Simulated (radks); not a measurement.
Values are calculated unless marked as measured or tabulated.
Numerical settings for the erbium ion Er3+, [Xe] 4f11. Level of theory: non-relativistic Kohn-Sham, PBE, spin-polarised, spherical densities, point nucleus; open shells are filled with parallel spins first (spin-orbit coupling, left out, can overturn this in heavy ions); relativity is left out, which matters for an element this heavy (a radial shooting solver on a logarithmic mesh with Libxc functionals). The defaults (mesh step 0.008 in ln r, mesh end at 40 bohr or more with all orbitals vanishing there, Anderson mixing 0.5 over 9 steps, residual threshold near 1e-9 with the energy settled to 1e-9 hartree or 1e-11 of itself, here a cap of 51 iterations) give E = -12500.0534 hartree and 4f at -38.798 eV in 16 iterations. Times are rough (one thread of a shared host). Changes against that run (0 stands for a change within the tolerance of the run):

setting	iterations	converged	E (mhartree)	e(4f) (meV)	CPU (s)
mesh step in ln r 0.02	16	yes	0	0	0.09
mesh step in ln r 0.012	16	yes	0	0	0.13
mesh step in ln r 0.03	16	yes	-0.00232	0	0.06
mesh end (bohr) 5	16	yes	+0.598	+21.7	0.17
mesh end (bohr) 1	14	level above zero	+2.05e+05	+3.03e+05	0.12
residual threshold 0.01	11	yes	0	-1.3	0.14
residual threshold 1e-05	13	yes	0	+0.0357	0.16
mixing 1	12	yes	0	0	0.15
linear mixing, mixing 0.5	30	yes	0	0	0.31
linear mixing, mixing 1	51	no	+1.71e+05	-8.29e+05	1.7
mixing history 3	18	yes	0	0	0.19
iteration cap 5	5	no	+29.4	+2.99e+03	0.07

Settled on a wrong energy, with an occupied level pushed above zero by the early mesh end: mesh end (bohr) 1 (+205 hartree). Apart from these: no run marked as converged misses the energy by more than 1 mhartree. A mesh that ends early acts as a hard wall.
